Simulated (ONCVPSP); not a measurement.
Configuration tests for nickel (Ni) (ONCV)

```json
{"Element": "nickel (Ni)", "Generator": "ONCVPSP 4.0.1", "Type": "optimised norm-conserving Vanderbilt (ONCV)", "Functional": "PBE", "Relativity": "scalar-relativistic", "Frozen core": "[Ne]", "Valence charge": "18", "Reference configuration": "3s2 3p6 3d8 4s2", "Partial waves": "3s+4s: rc 1.10 bohr, ncon 4, nbas 9, qcut 12.9 1/bohr, 2 projectors; 3p: rc 0.70 bohr, ncon 4, nbas 8, qcut 9.9 1/bohr, 2 projectors, debl 3.8 Ha; 3d: rc 1.65 bohr, ncon 3, nbas 7, qcut 11.3 1/bohr, 1 projector", "Local potential": "polynomial inside 0.70 bohr (lpopt 3, dvloc0 -1 Ha)", "Core correction": "Teter function, fcfact 2.75, rcfact 1.65"}
```

Energies are relative to the spin-unpolarised reference configuration 3s2 3p6 3d8 4s2; without spin polarisation the order of configurations can differ from experiment.

(1) Give the all-electron excitation energy and the error of the potential for: 3s2 3p6 3d8 4s1; 3s2 3p6 3d8 4s0; 3s2 3p6 3d7 4s0; 3s2 3p6 3d8.5 4s1.5.

Results:

(1)

| valence configuration | charge | ΔE all-electron (eV) | error AE − PS (meV) |
| --- | --- | --- | --- |
| 3s2 3p6 3d8 4s1 | +1 | 9.323 | +1.4 |
| 3s2 3p6 3d8 4s0 | +2 | 26.674 | +8.0 |
| 3s2 3p6 3d7 4s0 | +3 | 64.140 | -23 |
| 3s2 3p6 3d8.5 4s1.5 | 0 | -1.183 | +5.8 |
